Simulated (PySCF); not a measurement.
## PBEsol on Er⁶¹⁺ (erbium, charge +61)

Configuration: [He] 2s2 2p3, high-spin 4S determinant. All numbers are calculated (PySCF 2.14, the non-relativistic Hamiltonian (point nucleus), in an uncontracted even-tempered set (17 s from 39 bohr⁻², ratio 2.2; 10 p from 51 bohr⁻², ratio 2.2; 5 d from 190 bohr⁻², ratio 2.4; 5 f from 280 bohr⁻², ratio 2.4; 4 g from 430 bohr⁻², ratio 2.4)).

```json
{
  "Total energy": "-7219.64 hartree",
  "One-electron energy": "-7508.92 hartree",
  "Hartree (Coulomb) energy": "370.95 hartree",
  "Exchange-correlation energy": "-81.67 hartree",
  "Kinetic energy": "7219.36686 hartree",
  "⟨S²⟩": "3.7500",
  "⟨L²⟩": "0.000",
  "Sum of ⟨r⟩": "0.4586 bohr",
  "Sum of ⟨r²⟩": "0.04231 bohr²",
  "Density at the nucleus (Gaussians lack the cusp)": "218000 bohr⁻³",
  "Spin density at the nucleus": "-30.0 bohr⁻³"
}
```

```
shell  electrons  mean orbital energy (hartree)  rms radius, mean of both spins (bohr)
 1s α          1                    -2180.43385                                 0.0257
 1s β          1                    -2178.63137                                 0.0257
 2s α          1                     -508.48614                                 0.0989
 2s β          1                     -505.62961                                 0.0989
 2p α          3                     -500.07078                                 0.0845
```

A non-relativistic calculation at this Z misses sizeable relativistic shifts. Spin-orbit coupling, which splits the p, d and f shells strongly at this Z, is absent. Spin-orbit coupling is strong in this species (close to jj coupling), so the high-spin LS determinant is a model state, not a physical level.
